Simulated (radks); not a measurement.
Results of a calculation; reference values are marked as such.
All-electron atom: the thulium ion Tm3+ in [Xe] 4f12. Code: a radial shooting solver on a logarithmic mesh with Libxc functionals. Model: non-relativistic Kohn-Sham, BLYP, spin-unpolarised, spherical densities, point nucleus; relativity is left out, which matters for an element this heavy.

Radial electron density D(r) = 4 pi r^2 rho(r):

| r (bohr) | D(r) (e/bohr) |
|---|---|
| 0.002207 | 10.59 |
| 0.00292 | 16.80 |
| 0.003864 | 25.83 |
| 0.005112 | 38.09 |
| 0.006764 | 53.19 |
| 0.008878 | 68.77 |
| 0.01175 | 82.06 |
| 0.01554 | 88.15 |
| 0.02057 | 85.52 |
| 0.02721 | 80.20 |
| 0.036 | 84.43 |
| 0.04726 | 102.5 |
| 0.06253 | 119.8 |
| 0.08273 | 114.0 |
| 0.1095 | 97.12 |
| 0.1448 | 101.8 |
| 0.1916 | 107.3 |
| 0.2515 | 77.25 |
| 0.3328 | 52.58 |
| 0.4404 | 61.48 |
| 0.5827 | 53.82 |
| 0.7709 | 28.56 |
| 1.012 | 15.54 |
| 1.339 | 10.19 |
| 1.772 | 4.789 |
| 2.344 | 1.213 |
| 3.101 | 0.1450 |
| 4.104 | 0.006518 |

D(r) has 4 maxima, at r = 0.0163, 0.0677, 0.177, 0.477 bohr, and minima at 0.0290, 0.120, 0.338 bohr, inside which lie 1.96, 11.46, 29.83 electrons.
